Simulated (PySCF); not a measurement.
SSn, SMILES [S]=[Sn] (connectivity only; charge and spin as stated), neutral, multiplicity 1.

Geometry optimised at PBE-D3(BJ)/def2-TZVP. The def2 effective core potentials stand for the cores of Sn; spin–orbit coupling is left out.

Two levels are set side by side: PBE/def2-TZVPD (PySCF) and HF/def2-TZVPD (PySCF). Same geometry, gas phase. Differences are taken from unrounded values.

```
quantity                        HF
---------------------------  -----
orbital gap (eV)              9.41
highest occupied level (eV)  -9.47
lowest empty level (eV)      -0.06
dipole moment (D)             4.34
mean polarisability (bohr³)   64.8
```

Question: What does PBE give, and how far is it from HF? (An estimate is asked for; the answer gives what the named calculation found.)

Answer: 
| quantity | PBE | PBE minus HF |
|---|---|---|
| orbital gap (eV) | 3.09 | -6.32 |
| highest occupied level (eV) | -6.32 | 3.15 |
| lowest empty level (eV) | -3.23 | -3.18 |
| dipole moment (D) | 3.26 | -1.08 |
| mean polarisability (bohr³) | 66.8 | 2.0 |

PBE's occupied levels lie high since its potential decays too fast outside the molecule; exact exchange lowers them and widens the gap. PBE's more diffuse valence density responds more strongly to a field. Differences between two approximate levels are no errors against the true value.

Rough cost on one machine, each run with all the roots and properties that it gave: HF against PBE about 1/3.
